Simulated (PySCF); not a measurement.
## `InChI=1S/C4H7FOS2/c1-7-4(5)2-3-8(4)6/h2-3H2,1H3/t4-,8-/m0/s1`

Geometry (Å), atoms numbered from 1 in this order:
```xyz
15

C     2.6137   -0.2459   -0.1600
S     1.5331    1.0966    0.4053
C     0.0011    0.1511    0.4449
F     0.0691   -0.8500    1.3636
C    -1.2963    0.9402    0.5432
C    -2.0849    0.1175   -0.4689
S    -0.5418   -0.5828   -1.2503
O    -0.5775   -2.0332   -1.1917
H     3.6041    0.1784   -0.2839
H     2.2390   -0.6253   -1.1077
H     2.6305   -1.0312    0.5903
H    -1.7111    0.9555    1.5511
H    -1.1345    1.9638    0.2091
H    -2.6420   -0.7010   -0.0216
H    -2.7067    0.6743   -1.1623
```

Method: PySCF 2.14.0, TDDFT wB97X-D/aug-cc-pVDZ circular dichroism and optical rotation, one conformer, gas phase. Geometry: GFN2-xTB.

The molecule is flexible and this is one conformer; a measurement averages over conformers.

Stereocentres: C3 S, S7 S.

Q: Give the optical rotatory dispersion at 633, 589.3, 546, 436, 405, 365, 355 nm.

A: [α] in deg dm⁻¹ (g/mL)⁻¹:
```csv
λ (nm),origin-invariant length gauge,modified velocity gauge,length gauge (centre of mass),isotropic polarisability (au)
633,+29.7,+15.8,+28.1,95.2
589.3,+33.3,+17.0,+31.3,95.6
546,+37.1,+17.7,+34.7,96.1
436,+43.4,+10.0,+39.0,98.3
405,+39.2,-1.3,+33.8,99.4
365,+16.0,-37.9,+8.4,101.2
355,+3.2,-55.3,-5.2,101.8
```

Where the gauges differ in sign the basis doesn't settle the rotation.

Q: And for the mirror image at 589.3 nm?

A: -33.3 deg dm⁻¹ (g/mL)⁻¹ (origin-invariant length gauge): the same size and the opposite sign.

Q: What is the molar rotation [Φ] = [α]·M/100 of the geometry above at 589.3 nm?

A: With M = 154.22 g/mol, +51.3 deg cm² dmol⁻¹ (origin-invariant length gauge).

The first excitation lies at 5.21 eV (238 nm) with R = -24.0 × 10⁻⁴⁰ esu² cm² (velocity form).
